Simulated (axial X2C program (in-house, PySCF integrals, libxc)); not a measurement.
Testing model relations on SrI⁺

A bond curve at the PBE0 level, two-component, was computed with an in-house all-electron X2C program for linear molecules (integrals from PySCF) (basis I dyall-v2z [9s9p7d], Sr dyall-v2z [10s11p7d] (cores contracted in-house)) for the state Ω = 0 (closed shell). Its fit gives Re = 2.8437 Å, ωe = 215.1 cm⁻¹, ωexe = 0.365 cm⁻¹ and αe = 9.698e-05 cm⁻¹; the masses are 126.9045 and 87.9056 u. Two-component means X2C with spin–orbit coupling and atomic mean-field Coulomb and Gaunt terms.

(1) Find the reduced mass, Be and the force constant.

(2) Estimate De from a Morse curve and compare with the computed well depth of 2.938 eV to I + Sr+.

(3) Where do the fundamental and the first overtone lie?

(4) A Morse curve ties αe to the other constants (Pekeris). How well does that hold?

(5) Give B0, the J = 1←0 line in GHz and the most populated J at 300 K (kT = 208.5 cm⁻¹).

Occupations by symmetry block were frozen at the best pattern of an incomplete PBE0 search. De is counted from the lowest determinant-based energies of the atoms at the same level, without counterpoise correction. Without a current term, density functionals place determinants with orbital angular momentum somewhat too high.

## Answers

(1) From the PBE0 values: μ = 51.9325 u. Be = 16.8576/(μ Re²) = 0.04014 cm⁻¹. k = 5.8918×10⁻⁷ μ ωe² = 1.42 mdyn/Å.

(2) De(Morse) = ωe²/(4ωexe) = 3.929 eV against 2.938 eV computed, a ratio of 1.34. The extrapolation overshoots: the well softens faster than a Morse curve, or the lowest atomic limit lies below the one to which the curve heads.

(3) ν(1←0) = ωe − 2ωexe = 214.4 cm⁻¹; ν(2←0) = 2ωe − 6ωexe = 428.0 cm⁻¹.

(4) αe(Morse) = 6Be²/ωe × (√(ωexe/Be) − 1) = 9.059e-05 cm⁻¹; the PBE0 curve gives 9.698e-05 cm⁻¹, a ratio of 0.93.

(5) B0 = Be − αe/2 = 0.04009 cm⁻¹; 2B0 = 2.404 GHz; J(max) ≈ √(kT/2B0) − 1/2 = 50.5, so J = 50.
